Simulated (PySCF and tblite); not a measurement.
Values are calculated unless marked as measured or tabulated.
C6H11F3Si, numbered as in [F:1][C:2]([F:3])([F:4])[SiH:5]1[CH2:6][CH2:7][CH2:8][CH2:9][CH2:10]1.

Search: ETKDG and KDG, MMFF94s, GFN2-xTB, 90 starts; geometries at PBE0-D3(BJ)/def2-SVP. Free energies are PBE0-D3(BJ)/def2-SVPD single points with GFN2-xTB rigid-rotor and vibrational terms (modes under about 100 cm⁻¹ blended into free rotors). Symmetry numbers and mirror images are counted. Conformers within 4 kcal/mol (GFN2-xTB free energy) were kept, 5 at most. GIAO shieldings: PBE0/pcSseg-1. Shifts are against TMS (¹H), TMS (¹³C), CFCl3 (¹⁹F), TMS (²⁹Si) at the same level; of two unlike H on one atom, a is the less shielded. Codes: tblite and PySCF.

The 6-ring runs over atoms 5–6–7–8–9–10.

```
conformer                                       shape  symmetry  E(GFN2) kcal/mol  E(DFT) kcal/mol
        1                     6-ring chair (C2 axial)        Cs              1.32             0.00
        2  6-ring chair (all substituents equatorial)        Cs              0.00             0.48
```

Problem. How much do the weights at 298.15 K and the averaged shift of H7b/H9b depend on how the conformers are weighted?

Solution. 
```
                                                              weighting  1 (%)  2 (%)  δ (ppm)  rms dipole (D)
DFT energy with thermal terms, symmetry and mirror images (full scheme)     62     38     1.62            3.05
                             DFT energy with symmetry and mirror images     69     31     1.67            3.04
                                                        bare DFT energy     69     31     1.67            3.04
                        GFN2-xTB energy with symmetry and mirror images     10     90     1.26            3.15
                                                   GFN2-xTB free energy      7     93     1.24            3.16
                                                leading conformer alone    100      0     1.88            2.97
                                                          equal weights     50     50     1.54            3.07
                         full scheme, search stopped after three starts      0    100     1.19            3.17
```

The largest departure from the full scheme, 0.43 ppm, comes with: full scheme, search stopped after three starts.
